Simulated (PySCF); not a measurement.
A species of formula C3H14OSi3 has this rotational fingerprint, computed with PBE0/pcSseg-1 in PySCF (dipole) on a GFN2-xTB geometry, gas phase:

- Rotational constants: A = 2174, B = 737.3, C = 683.7 MHz
- Dipole components: |μa| = 0.56 D, |μb| = 0.18 D, |μc| = 0.28 D
- Inertial defect: -178.69 u·Å²
- κ: -0.93

Task: Which structure is it? (One computed conformer of each.)
A. `[CH3:1][Si:2]([CH3:3])([CH3:4])[O:5][SiH2:6][SiH3:7]` with Si2–O5–Si6–Si7 62°
B. `[CH3:1][O:2][Si@H:3]([CH3:4])[CH:5]([SiH3:6])[SiH3:7]` with C1–O2–Si3–C4 -51°, O2–Si3–C5–Si6 178°
C. `[CH3:1][CH2:2][O:3][C:4]([SiH3:5])([SiH3:6])[SiH3:7]` with C1–C2–O3–C4 180°

Result: A. It is C[Si](C)(C)O[SiH2][SiH3], a near-prolate asymmetric top, point group C1. The candidates at the same level (rigid rotor, commonest isotopes):

```tsv
SMILES	A (MHz)	B (MHz)	C (MHz)	μa (D)	μb (D)	μc (D)	Δ (u·Å²)	point group	rotor
CCOC([SiH3])([SiH3])[SiH3]	1447	974.2	969.6	0.68	0.74	0.00	-346.84	Cs	near-prolate asymmetric top
CO[Si@H](C)C([SiH3])[SiH3]	1878	930.7	744.5	1.47	0.60	0.22	-133.38	C1	asymmetric top
C[Si](C)(C)O[SiH2][SiH3]	2174	737.3	683.7	0.56	0.18	0.28	-178.69	C1	near-prolate asymmetric top
```

`CO[Si@H](C)C([SiH3])[SiH3]` has B 26 % too high; `CCOC([SiH3])([SiH3])[SiH3]` has C 42 % too high. No structure here is proved a minimum.
